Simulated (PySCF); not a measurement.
## NMR problem set

Fast rotation and ring inversion assumed for equivalent nuclei, one computed conformer, non-relativistic, no solvent model. GFN2-xTB geometry; shieldings: GIAO PBE0/pcSseg-1; PySCF.

Scale: 1H and 13C against TMS (reference shieldings calculated alike). Splittings of carbon signals by F and P are missing where no couplings were computed. Where no couplings were computed, multiplicities follow the n + 1 count of equivalent neighbours, and m marks all less simple cases (inequivalent or close neighbours, rings, F or P nearby). Shifts are as computed. Against solution values, carbons near 30 ppm lie about +3 ppm off and those near 130 ppm about +5 ppm. Of 1211 compounds with measured shifts, 218 miss one by over three times the rms of a fit or turn the order of signals round; such compounds aren't used in these exercises. OH and NH positions are gas-phase values without hydrogen bonding to other molecules.

Problem. C7H13NOSi. 1H NMR (500 MHz, computed): δ 7.75 (d, 1H), 7.28 (d, 1H), 5.13 (br s, 1H), 5.11 (d, 2H), 4.12 (br s, 1H), 2.60 (m, 2H), 2.13 (m, 1H), 2.10 (m, 1H), 2.07 (m, 1H), 1.93 (m, 2H). 13C{1H} NMR (computed): δ 164.2 (C), 153.2 (CH2), 103.6 (CH2), 23.1 (CH2), 21.2 (CH2), 18.4 (CH). Give a structure.

Solution. SMILES C=NC(=C)O[SiH2]C1CCC1. Rings plus π bonds: 3 (1 ring in the answer). 6 carbon signals for 7 carbons: some carbons are equivalent by symmetry or fast rotation. Carbon types of the structure: 1 × C, 1 × CH, 5 × CH2, leaving 2 H on heteroatoms. δC 164.2: alkene carbon bearing oxygen; an sp2 carbon further deshielded by the attached heteroatom. δC 153.2: C=N carbon. δC 103.6: β carbon of an enol-ether or enamine type C=C; the O or N lone pair pushes π density onto this β carbon and shields it. δC 23.1, 21.2: sp3 CH2 in a ring; saturated and bonded to C and H only.

The data come from this structure; uniqueness wasn't tested.

Problem. C3H4F3O2P. 1H NMR (300 MHz, computed): δ 3.21 (br s, 1H), 1.59 (m, 3H). 13C{1H} NMR (computed): δ 169.8 (C), 138.1 (C), 16.5 (CH3). Give a structure.

Solution. SMILES FC(=C([P@](C)(=O)O)F)F. 3 carbon signals for 3 carbons: no two carbons are equivalent. Carbon types of the structure: 2 × C, 1 × CH3, leaving 1 H on heteroatoms. δC 169.8, 138.1: fully substituted alkene carbon. δC 16.5: methyl carbon bonded to P. δH 3.21: hydrogen on an oxygen bonded to P; exchangeable; this is the value without hydrogen bonding to other molecules. δH 1.59: hydrogen on a methyl carbon bonded to P.

The data come from this structure; uniqueness wasn't tested.
